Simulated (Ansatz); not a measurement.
Mulliken charges of Cl₃H₂SSi₂ (`Cl[SiH]S[SiH](Cl)Cl`) radical from r2SCAN/def2-TZVPP in Ansatz (PBE0-D4/def2-TZVP geometry).

```
atom   x (Å)   y (Å)   z (Å)  charge (e)
 Cl1  -2.686  -0.384  -1.326      -0.210
 Si2  -1.611  -0.509   0.415       0.400
  S3   0.329  -1.356   0.109      -0.279
 Si4   1.419   0.447  -0.111       0.598
 Cl5   1.474   1.508   1.631      -0.212
 Cl6   0.619   1.647  -1.551      -0.202
  H7  -2.340  -1.434   1.320      -0.046
  H8   2.795   0.082  -0.488      -0.050
```

Problem. By hand: the dipole of these point charges (1 e Å = 4.8032 D).

Solution. Σ q r = (0.207, -0.068, 0.279) e Å, of length 0.354 e Å = 1.70 D.

Problem. How does the dipole of the full density compare? (An estimate is asked.)

Solution. The calculation gave: (0.063, -0.095, 0.118) e Å, 0.79 D; the point charges give 2.15 times that, at 25° from its direction.

Point charges leave out the atoms' own dipoles, such as those of lone pairs, and Mulliken's split depends on the basis, so the two needn't agree.
